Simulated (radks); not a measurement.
Species: Er0.5+. Configuration: [Kr] 4d10 4f(up 6, down 6) 5s2 6s2 5p(up 3, down 2.5) (fractional occupations, a model configuration). Method: scalar-relativistic Kohn-Sham, r2SCAN, spin-polarised, spherical densities, finite nucleus; meta-GGA in the generalised Kohn-Sham scheme; Fermi nuclear charge, rms radius 5.2516 fm; computed with a radial shooting solver on a logarithmic mesh with Libxc functionals.

Local quantities along the radius. ELF = 1/(1 + alpha^2) is the electron localisation function; alpha = (tau - tau_W)/tau_unif compares the Pauli kinetic energy density with that of the uniform gas (summed over spins); r v_xc is r times the local exchange-correlation potential of spin up (hartree bohr, multiplicative part alone); s = |grad rho|/(2 (3 pi^2)^(1/3) rho^(4/3)) is the reduced gradient; 4 pi r^2 rho is in e/bohr. tau is taken from the large components.

r (bohr)    ELF    alpha   r v_xc       s  4 pi r^2 rho
0.001848  0.999  0.02700  -0.1841  0.6596         13.76
0.002524  0.999  0.03077  -0.2252  0.6041         21.56
0.003421  0.999  0.03702  -0.2754  0.5730         32.33
0.004673  0.998  0.04825  -0.3376  0.5624         46.83
0.006334  0.995  0.06861  -0.4080  0.5726         63.32
0.008653  0.988   0.1112  -0.4888  0.6050         79.61
0.01173   0.959   0.2055  -0.5754  0.6574         89.98
0.01602   0.835   0.4450  -0.6523  0.7153         90.69
0.02171   0.520   0.9604  -0.5836  0.7004         83.94
0.02966   0.328    1.432  -0.6708  0.4931         82.00
0.0402    0.482    1.037  -0.8103  0.2928         97.15
0.05492   0.721   0.6222   -1.028  0.3241         119.3
0.07443   0.683   0.6807   -1.094  0.4565         117.3
0.1017    0.377    1.287   -1.021  0.4405         95.38
0.1378    0.462    1.079   -1.225  0.2183         99.08
0.1883    0.732   0.6053   -1.495  0.3331         108.1
0.2552    0.506   0.9875   -1.272  0.5695         72.26
0.3486    0.278    1.613   -1.100  0.2425         50.05
0.4724    0.687   0.6753   -1.682  0.2382         60.28
0.6403    0.625   0.7748   -1.578  0.4935         44.16
0.8747    0.344    1.382   -1.288  0.5889         21.40
1.185     0.457    1.091   -1.324  0.5432         12.72
1.619     0.509   0.9824   -1.192  0.8402         6.507
2.195     0.179    2.145  -0.7572   1.244         2.263
2.999     0.171    2.201  -0.8649  0.9478        0.9807
4.064     0.825   0.4609  -0.7878   1.248        0.5799
5.552     0.978   0.1489  -0.6140   2.723        0.1802
7.524     0.979   0.1468  -0.1361   7.492       0.02150
10.28     0.813   0.4789   0.9937   30.08     0.0006866

On this mesh the ELF has minima near r = 0.030, 0.12, 0.30, 0.87, 2.6 bohr, which separate the shells, and maxima near 0.064 (0.74), 0.19 (0.73), 0.55 (0.71), 1.4 (0.54), 6.5 (0.98).
